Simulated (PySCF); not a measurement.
pyrrole (C4H5N), singlet, at a GFN2-xTB geometry; HF/STO-3G (PySCF).

PySCF was given this input:
```python
from pyscf import gto, scf

mol = gto.M(
    atom='''
H     0.02331855   -0.00569419    2.12133513
N     0.01225989   -0.00299376    1.11530690
C    -0.00104268    1.10746771    0.33287593
C     0.00829435   -1.10923850    0.32682311
C    -0.01369937    0.70723215   -0.97433836
C    -0.00776355   -0.70199109   -0.97818631
H    -0.00054049    2.09153871    0.75876769
H     0.01709616   -2.09558146    0.74733455
H    -0.02586159    1.34596924   -1.83515419
H    -0.01456440   -1.33609757   -1.84247771
''',
    basis='sto-3g',
    verbose=4,
)

mf = scf.RHF(mol)
mf.damp = 0.5
mf.diis_start_cycle = 5
mf.kernel()
```

What the program printed (banner, timings and long lists left out):

```
PySCF version 2.14.0

[INPUT] verbose = 4
[INPUT] num. atoms = 10
[INPUT] num. electrons = 36
[INPUT] charge = 0
[INPUT] spin (= nelec alpha-beta = 2S) = 0
[INPUT] symmetry False subgroup None
[INPUT] Mole.unit = angstrom
[INPUT] Symbol           X                Y                Z      unit          X                Y                Z       unit  Magmom
[INPUT]  1 H      0.023318550000  -0.005694190000   2.121335130000 AA    0.044065673122  -0.010760459601   4.008742414119 Bohr   0.0
[INPUT]  2 N      0.012259890000  -0.002993760000   1.115306900000 AA    0.023167834417  -0.005657386483   2.107624585838 Bohr   0.0
[INPUT]  3 C     -0.001042680000   1.107467710000   0.332875930000 AA   -0.001970379636   2.092810663699   0.629044341160 Bohr   0.0
[INPUT]  4 C      0.008294350000  -1.109238500000   0.326823110000 AA    0.015674049881  -2.096156971823   0.617606169079 Bohr   0.0
[INPUT]  5 C     -0.013699370000   0.707232150000  -0.974338360000 AA   -0.025888057379   1.336475069987  -1.841232653058 Bohr   0.0
[INPUT]  6 C     -0.007763550000  -0.701991090000  -0.978186310000 AA   -0.014670983254  -1.326570901985  -1.848504224699 Bohr   0.0
[INPUT]  7 H     -0.000540490000   2.091538710000   0.758767690000 AA   -0.001021378073   3.952435340826   1.433863126269 Bohr   0.0
[INPUT]  8 H      0.017096160000  -2.095581460000   0.747334550000 AA    0.032307060182  -3.960075031116   1.412257622925 Bohr   0.0
[INPUT]  9 H     -0.025861590000   1.345969240000  -1.835154190000 AA   -0.048871322246   2.543513235689  -3.467938815448 Bohr   0.0
[INPUT] 10 H     -0.014564400000  -1.336097570000  -1.842477710000 AA   -0.027522727169  -2.524858482997  -3.481778262516 Bohr   0.0

nuclear repulsion = 162.312062745371
number of shells = 20
number of NR pGTOs = 90
number of NR cGTOs = 30
basis = sto-3g
ecp = {}

******** <class 'pyscf.scf.hf.RHF'> ********
method = RHF
initial guess = minao
damping factor = 0.5
level_shift factor = 0
DIIS = <class 'pyscf.scf.diis.CDIIS'>
diis_start_cycle = 5
diis_space = 8
diis_damp = 0
SCF conv_tol = 1e-09
SCF conv_tol_grad = None
SCF max_cycles = 50
direct_scf = True
direct_scf_tol = 1e-13
Set gradient conv threshold to 3.16228e-05
Initial guess from minao.
init E= -208.060476122741
  HOMO = -0.117592585939941  LUMO = 0.219061890979158  gap/eV = 9.16083
cycle= 1 E= -206.190345009114  delta_E= 1.87  |g|= 0.287  |ddm|= 4.35
  HOMO = -0.171612811170895  LUMO = 0.275520231196886  gap/eV = 12.16711
cycle= 2 E= -206.213908871514  delta_E= -0.0236  |g|= 0.154  |ddm|= 0.293
  HOMO = -0.201251708213593  LUMO = 0.304533273305321  gap/eV = 13.76311
cycle= 3 E= -206.220277551586  delta_E= -0.00637  |g|= 0.0941  |ddm|= 0.14
  HOMO = -0.217541934676  LUMO = 0.317807475659364  gap/eV = 14.56760
cycle= 4 E= -206.222640857972  delta_E= -0.00236  |g|= 0.0581  |ddm|= 0.0832
  HOMO = -0.235297813533507  LUMO = 0.329759718925127  gap/eV = 15.37600
cycle= 5 E= -206.224030377305  delta_E= -0.00139  |g|= 0.0146  |ddm|= 0.101
  HOMO = -0.236734099167298  LUMO = 0.328457365826277  gap/eV = 15.37964
cycle= 6 E= -206.224127249722  delta_E= -9.69e-05  |g|= 0.00415  |ddm|= 0.0258
  HOMO = -0.236660188540996  LUMO = 0.328604184687405  gap/eV = 15.38163
cycle= 7 E= -206.224138507187  delta_E= -1.13e-05  |g|= 0.000876  |ddm|= 0.0107
  HOMO = -0.23669088430338  LUMO = 0.328596096907466  gap/eV = 15.38224
cycle= 8 E= -206.224139444756  delta_E= -9.38e-07  |g|= 0.000256  |ddm|= 0.00351
  HOMO = -0.236697959344862  LUMO = 0.328589219084215  gap/eV = 15.38225
cycle= 9 E= -206.224139484798  delta_E= -4e-08  |g|= 5.11e-05  |ddm|= 0.000651
  HOMO = -0.236690112883144  LUMO = 0.328602105409531  gap/eV = 15.38238
cycle= 10 E= -206.224139486798  delta_E= -2e-09  |g|= 2.16e-05  |ddm|= 0.000162
  HOMO = -0.23669010926998  LUMO = 0.328600140541147  gap/eV = 15.38233
cycle= 11 E= -206.224139486977  delta_E= -1.79e-10  |g|= 6.31e-06  |ddm|= 3.6e-05
  HOMO = -0.23669084789168  LUMO = 0.328599695938599  gap/eV = 15.38234
Extra cycle  E= -206.224139486997  delta_E= -2e-11  |g|= 2.42e-06  |ddm|= 1.08e-05
converged SCF energy = -206.224139486997
```
